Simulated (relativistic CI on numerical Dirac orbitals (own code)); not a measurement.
**d9 in a ligand field**

Computed with a parametric ligand-field model of a d^n configuration (Racah B and C, spin-orbit zeta, crystal field), exact diagonalisation.

Field parameters in Wybourne normalisation: Td as Oh with Dq negative (B⁴₀ = 21Dq, B⁴₄ = √(5/14) B⁴₀). The field is a parameter set, without covalency.

B = 1000 cm⁻¹, C = 4960 cm⁻¹ (C/B = 4.96), Td, no spin-orbit coupling. Tanabe-Sugano data, E/B above the lowest term (Δ = |10Dq|; b, c mark the second and third term of a kind):

```tsv
Δ/B	2T2	2E
1.0	0.00	1.00
2.8	0.00	2.80
4.6	0.00	4.60
6.4	0.00	6.40
8.2	0.00	8.20
10.0	0.00	10.00
11.8	0.00	11.80
13.6	0.00	13.60
15.4	0.00	15.40
17.2	0.00	17.20
19.0	0.00	19.00
20.8	0.00	20.80
```

The ground term stays 2T2.
